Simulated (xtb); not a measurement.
H$_{6}$AlO$_{2}$Si$_{2}$, charge +1, singlet, geometry from GFN2-xTB (such geometries of metal compounds can be far from the true shape); GFN0-xTB run with xtb.

Input for xtb:
```
$ xtb mol.xyz --gfn 0 --chrg 1 --etemp 3000 --json

# file mol.xyz
11

Al     0.00000000    -0.00000000    -0.00000000
O     -1.35076414     0.16845009     0.86244077
Si    -2.81839043     0.35147375     1.79949611
H     -2.60943543    -0.64800399     2.84364877
H     -3.83169504     0.04015784     0.79492213
H     -2.71613638     1.74982381     2.20819395
O      1.35076414    -0.16845009    -0.86244077
Si     2.81839043    -0.35147375    -1.79949611
H      2.37190485    -1.27348421    -2.84037077
H      3.72579932    -0.89679443    -0.79346074
H      3.05956268     1.02830098    -2.21293335
```

It wrote (shortened):

```
   ID    Z sym.   atoms
    1   13 Al     1
    2    8 O      2, 7
    3   14 Si     3, 8
    4    1 H      4-6, 9-11

           -------------------------------------------------
          |                Calculation Setup                |
           -------------------------------------------------

           -------------------------------------------------
          |                 G F N 0 - x T B                 |
           -------------------------------------------------

          ...................................................
          :                      SETUP                      :
          :.................................................:
          :  # basis functions                  50          :
          :  # atomic orbitals                  47          :
          :  # shells                           25          :
          :  # electrons                        28          :
          :  electronic temp.         3000.0000000     K    :
          :  accuracy                    1.0000000          :
          :  -> integral cutoff          0.2500000E+02      :
          :  -> integral neglect         0.1000000E-07      :
          ...................................................

         :::::::::::::::::::::::::::::::::::::::::::::::::::::
         ::                     SUMMARY                     ::
         :::::::::::::::::::::::::::::::::::::::::::::::::::::
         :: total energy             -13.152749444319 Eh    ::
         :: gradient norm              0.079009623525 Eh/a0 ::
         :: HOMO-LUMO gap              3.522873176001 eV    ::
         ::.................................................::
         :: H0 energy                -14.424060825478 Eh    ::
         :: repulsion energy           0.109510672227 Eh    ::
         :: electrostat energy         1.164125950788 Eh    ::
         :: -> Gsolv                   0.000000000000 Eh    ::
         ::    -> Gsasa                0.000000000000 Eh    ::
         ::    -> Gshift               0.000000000000 Eh    ::
         :: dispersion energy         -0.002325241856 Eh    ::
         :: short-range corr.          0.000000000000 Eh    ::
         :: add. restraining           0.000000000000 Eh    ::
         :: total charge               1.000000000000 e     ::
         :::::::::::::::::::::::::::::::::::::::::::::::::::::

           -------------------------------------------------
          |                Property Printout                |
[...]
             Fermi-level            0.0000000 Eh            0.0000 eV

     #   Z          covCN         q      C6AA      α(0)
     1  13 Al       1.551     0.511   236.123    36.194
     2   8 O        1.498    -0.451    21.861     6.316
     3  14 Si       3.560     0.588   135.738    21.643
     4   1 H        0.919     0.036     2.505     2.476
     5   1 H        0.919     0.036     2.505     2.476
     6   1 H        0.919     0.036     2.505     2.476
     7   8 O        1.498    -0.451    21.861     6.316
     8  14 Si       3.560     0.588   135.738    21.643
     9   1 H        0.919     0.036     2.505     2.476
    10   1 H        0.919     0.036     2.505     2.476
    11   1 H        0.919     0.036     2.505     2.476

 Mol. C6AA /au·bohr⁶  :       3209.341472
 Mol. C8AA /au·bohr⁸  :     174172.707913
 Mol. α(0) /au        :        106.964694

Wiberg/Mayer (AO) data.
largest (>0.10) Wiberg bond orders for each atom

 ---------------------------------------------------------------------------
     #   Z sym  total        # sym  WBO       # sym  WBO       # sym  WBO
 ---------------------------------------------------------------------------
     1  13 Al   2.512 --     2 O    1.198     7 O    1.198
     2   8 O    2.263 --     1 Al   1.198     3 Si   0.981
     3  14 Si   3.718 --     2 O    0.981     6 H    0.893     5 H    0.893
                             4 H    0.893
     4   1 H    0.917 --     3 Si   0.893
     5   1 H    0.917 --     3 Si   0.893
     6   1 H    0.917 --     3 Si   0.893
     7   8 O    2.263 --     1 Al   1.198     8 Si   0.981
     8  14 Si   3.718 --     7 O    0.981    10 H    0.893    11 H    0.893
                             9 H    0.893
     9   1 H    0.917 --     8 Si   0.893
    10   1 H    0.917 --     8 Si   0.893
    11   1 H    0.917 --     8 Si   0.893
 ---------------------------------------------------------------------------

Topologies differ in total number of bonds
Writing topology from bond orders to xtbtopo.mol

 dipole moment from electron density (au)
     X       Y       Z
   0.0000   0.0000   0.0000  total (Debye):    0.000

           -------------------------------------------------
          | TOTAL ENERGY              -13.152749444319 Eh   |
          | GRADIENT NORM               0.079009623525 Eh/α |
          | HOMO-LUMO GAP               3.522873176001 eV   |
           -------------------------------------------------

normal termination of xtb
```
